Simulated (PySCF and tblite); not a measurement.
Values are calculated unless marked as measured or tabulated.
System: C₇H₁₀O, numbered as in [CH3:1][C@H:2]([OH:3])[CH:4]1[CH:5]=[CH:6][CH:7]=[CH:8]1.

For the rotation about the C2–C4 bond (torsion C1–C2–C4–C5 from -62° to 67°, rising): electronic barrier 5.58 kcal/mol, zero-point change 0.17 kcal/mol, thermal and entropy terms at 200 K a further 0.37 kcal/mol (symmetry numbers apart). The minimum is C1, the saddle C1. The path came from a restrained scan, a climbing-image band and a saddle search at GFN2-xTB; energies are PBE0/pcSseg-1 + D3(BJ)//GFN2-xTB, thermal terms GFN2-xTB. Rates follow Eyring's equation with the number of equivalent paths and no tunnelling. Programs: tblite and PySCF.

(1) How many equivalent paths lead out of the minimum?

(2) Work out the rate at 200 K.

Answers

(1) 1: the symmetry number of the minimum is 1, that of the saddle displaced along its mode 1.

(2) ΔG‡ = 6.12 kcal/mol; k_B T/h = 4.2×10¹² s⁻¹; exp(−ΔG‡/RT) = 2.1×10⁻⁷; times 1 gives k = 8.5×10⁵ s⁻¹. Wigner's tunnelling factor for the 71i cm⁻¹ mode would be 1.01.
